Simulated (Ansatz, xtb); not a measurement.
# Relaxing a trial structure of CH3GaInN

The starting geometry of this gas-phase singlet was built from a drawn formula by distance geometry; its bonds are those of `[CH2]1[N]2[InH][Ga]12`.

```xyz
7

C    -0.6064   -1.2356    1.4968
Ga   -2.0996    0.1710    1.9858
In   -2.5003   -0.4727   -0.7721
N    -1.9492   -1.1675    0.9386
H     0.1447   -0.4622    1.3903
H    -0.3218   -2.1045    2.1636
H    -1.9896    0.1525   -2.2855
```

Problem. Predict what it relaxes into with r2SCAN-D4/def2-SVP.

Solution. It rearranges, giving a structure with H7 bridging In3 and Ga2, given below by its coordinates. Distances that change by over a tenth: C1–N4 (1.46 → 1.27 Å), Ga2–In3 (2.86 → 3.30 Å), Ga2–N4 (1.71 → 2.08 Å), In3–N4 (1.93 → 2.33 Å), In3–H7 (1.72 → 2.09 Å). Contacts that open: C1–Ga2 (2.11 → 3.02 Å). Contacts that close: Ga2–H7 (4.27 → 1.84 Å).

The energy falls by 4.42 eV over 27 steps:

```csv
step,E − E(last) (eV)
1,4.418
4,2.015
7,1.391
10,1.133
13,0.912
15,0.638
18,0.120
21,0.010
24,0.000
27,0.000
```

Final geometry (Å):

```xyz
7

C    -0.4125   -1.4059    1.3874
Ga   -2.4622    0.8113    1.3036
In   -2.1128   -0.9432   -1.4716
N    -1.2781   -0.7913    0.6975
H     0.1813   -2.2570    0.9873
H    -0.1857   -1.1361    2.4442
H    -3.0523    0.6033   -0.4309
```

From the same start GFN2-xTB ends elsewhere, differing in Ga2–H7 (2.35 against 1.84 Å here), In3–H7 (2.34 against 2.09 Å here).

The end wasn't checked by frequencies. Atoms past krypton carry core potentials, without spin–orbit terms. Run with Ansatz 0.2.0, 2.1 min on 1 thread of Arm Neoverse V2, on a shared host.
